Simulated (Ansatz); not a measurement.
The first iterations of a band of AlFH9HfN3O (16 atoms, charge 0, multiplicity 1).

Theory: RHF/def2-SVP in Ansatz.

```json
{"movable images": "7", "climbing image": "yes", "spring": "5.0 eV/Å²", "optimiser": "quadratic models (default)", "start path": "through a guess of the saddle point", "force threshold": "0.05 eV/Å", "iteration limit": "60", "end points": "relaxed"}
```

Image 0:

```xyz
16
Properties=species:S:1:pos:R:3
Hf -0.322 0.341 0.241
F 0.186 0.861 2.051
N 1.460 -0.526 -0.317
H 2.299 -0.459 0.236
H 1.669 -1.062 -1.140
N -0.686 2.096 -0.760
H -1.265 2.842 -0.413
H -0.228 2.423 -1.593
N -1.461 -1.100 -1.212
H -0.912 -1.890 -1.516
H -1.776 -0.641 -2.053
O -2.076 -0.499 1.218
Al -2.909 -1.606 -0.018
H -2.800 -3.128 0.430
H -4.306 -1.007 -0.481
H -2.279 -0.384 2.135
```

Image 8:

```xyz
16
Properties=species:S:1:pos:R:3
Hf -0.519 0.025 -0.472
F -0.524 0.687 2.050
N 1.398 -0.500 0.087
H 2.083 -0.965 -0.482
H 1.803 -0.322 0.990
N -0.713 2.034 -0.910
H -1.476 2.448 -1.419
H -0.103 2.776 -0.614
N -0.860 -0.882 -2.288
H -1.175 -1.824 -2.444
H -0.703 -0.454 -3.185
O -2.003 -0.765 0.686
Al -3.372 -1.749 0.885
H -3.754 -2.787 -0.242
H -4.214 -1.607 2.212
H -1.274 0.148 1.955
```

| iteration | highest image above the first end (eV) | largest band force component (eV/Å) |
| --- | --- | --- |
| 1 | 18.526 | 57.075 |
| 2 | 4.262 | 10.652 |
| 3 | 3.294 | 4.871 |
| 4 | 2.933 | 2.325 |
| 5 | 2.838 | 1.907 |
| 6 | 2.840 | 5.329 |
| 7 | 2.722 | 1.700 |
| 8 | 2.683 | 1.345 |
| 9 | 2.654 | 3.519 |
| 10 | 2.621 | 0.629 |

**Question.** Does the band converge within its limit, and where does its top end?

**Answer.** The run converged. It ended after 30 iterations with the highest image 2.534 eV above the first end. The profile has 2 maxima (images 2, 7) with wells between them (image 4): this band takes more than one step, which may be the mechanism or a detour left from its start path. Neighbouring images differ by up to 2.1 eV, so the band resolves the path poorly. A vibrational analysis at the climbing image gives one clearly imaginary mode, 50i cm⁻¹: a first-order saddle point. The orbitals stay closed-shell, which can raise the energy where a bond breaks towards radicals; this wasn't checked here.

Time of the run: 9.4 min on 4 threads of Arm Neoverse V1 (shared host), peak memory 0.52 GiB.
